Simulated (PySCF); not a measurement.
A species of formula C6H11NOSi has this rotational fingerprint, computed with PBE0/pcSseg-1 in PySCF (dipole) on a GFN2-xTB geometry, gas phase:

| Item | Value |
| --- | --- |
| Rotational constants | A = 4259, B = 686.8, C = 649.9 MHz |
| Dipole components | \|μa\| = 0.09 D, \|μb\| = 0.70 D, \|μc\| = 0.24 D |
| Inertial defect | -76.90 u·Å² |
| κ | -0.98 |

Question: Which structure is it? (One computed conformer of each.)
A. `[CH:1]1=[CH:2][Si@H:3]([NH:4][CH:5]2[CH2:6][CH2:7]2)[O:8][CH2:9]1` with C2–Si3–N4–C5 91°, Si3–N4–C5–C6 105°
B. `[CH3:1][C@@H:2]([SiH3:3])[C@@:4]([CH3:5])([C:6]#[N:7])[CH:8]=[O:9]` with C1–C2–C4–C5 -68°, C2–C4–C8–O9 -6°
C. `[CH2:1]=[CH:2][CH2:3][CH2:4][C@@H:5]([C:6]#[N:7])[O:8][SiH3:9]` with C1–C2–C3–C4 -120°, C2–C3–C4–C5 -179°, C3–C4–C5–C6 61°, C4–C5–O8–Si9 170°
D. `[SiH3:1][CH2:2][CH2:3][CH2:4][c:5]1[n:6][cH:7][cH:8][o:9]1` with Si1–C2–C3–C4 -179°, C2–C3–C4–C5 65°, C3–C4–C5–N6 -99°

Answer: A. It is C1=C[Si@H](NC2CC2)OC1, a near-prolate asymmetric top, point group C1. The candidates at the same level (rigid rotor, commonest isotopes):

```json
{"SMILES": "C=CCC[C@@H](C#N)O[SiH3]", "A (MHz)": "2727", "B (MHz)": "585.4", "C (MHz)": "501.9", "μa (D)": "0.54", "μb (D)": "2.79", "μc (D)": "1.06", "Δ (u·Å²)": "-41.61", "point group": "C1", "rotor": "near-prolate asymmetric top"}
{"SMILES": "[SiH3]CCCc1ncco1", "A (MHz)": "2954", "B (MHz)": "641.8", "C (MHz)": "606.8", "μa (D)": "0.66", "μb (D)": "0.43", "μc (D)": "1.03", "Δ (u·Å²)": "-125.66", "point group": "C1", "rotor": "near-prolate asymmetric top"}
{"SMILES": "C[C@@H]([SiH3])[C@@](C)(C#N)C=O", "A (MHz)": "1785", "B (MHz)": "1160", "C (MHz)": "916.5", "μa (D)": "1.93", "μb (D)": "0.58", "μc (D)": "2.52", "Δ (u·Å²)": "-167.42", "point group": "C1", "rotor": "asymmetric top"}
{"SMILES": "C1=C[Si@H](NC2CC2)OC1", "A (MHz)": "4259", "B (MHz)": "686.8", "C (MHz)": "649.9", "μa (D)": "0.09", "μb (D)": "0.70", "μc (D)": "0.24", "Δ (u·Å²)": "-76.90", "point group": "C1", "rotor": "near-prolate asymmetric top"}
```

`C=CCC[C@@H](C#N)O[SiH3]` has A 36 % too low; `[SiH3]CCCc1ncco1` has A 31 % too low; `C[C@@H]([SiH3])[C@@](C)(C#N)C=O` has B 69 % too high. No structure here is proved a minimum.
